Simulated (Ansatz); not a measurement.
Reaction (redistribution): `O[Si](O)(F)Cl` + `C=NBC[SiH3]` → `C=N[Si](O)(F)Cl` + `OBC[SiH3]`

Gas-phase electronic energies from Ansatz, PBE0-D4/def2-TZVP geometries. CBS: MP2 limit from def2 TZ/QZ plus the TZ coupled-cluster correction, frozen cores. This one scheme is used for every species. DFT in def2-TZVPP. One conformer a species, not always the lowest.

| level | ΔE (kJ/mol) |
| --- | --- |
| PBE0-D4 | 30.7 |
| r2SCAN | 34.3 |
| HF/def2-TZVPP | 14.3 |
| MP2/CBS(def2) | 25.7 |

(1) What does CCSD(T)/CBS give? (Best estimate.)

Largest T1 diagnostic among the species: 0.014.

Answers

(1) Computed: +25.0 kJ/mol. The listed levels differ from it by 5.7, 9.3, -10.7, 0.7 kJ/mol.

In def2-TZVPP, CCSD(T) changes the Hartree–Fock value by +9.1 kJ/mol (the triples alone add +0.8 kJ/mol) and MP2 by +9.9 kJ/mol. From PBE to PBE0 (25 % exact exchange), in def2-TZVPP and without D4, ΔE moves by −4.2 kJ/mol.
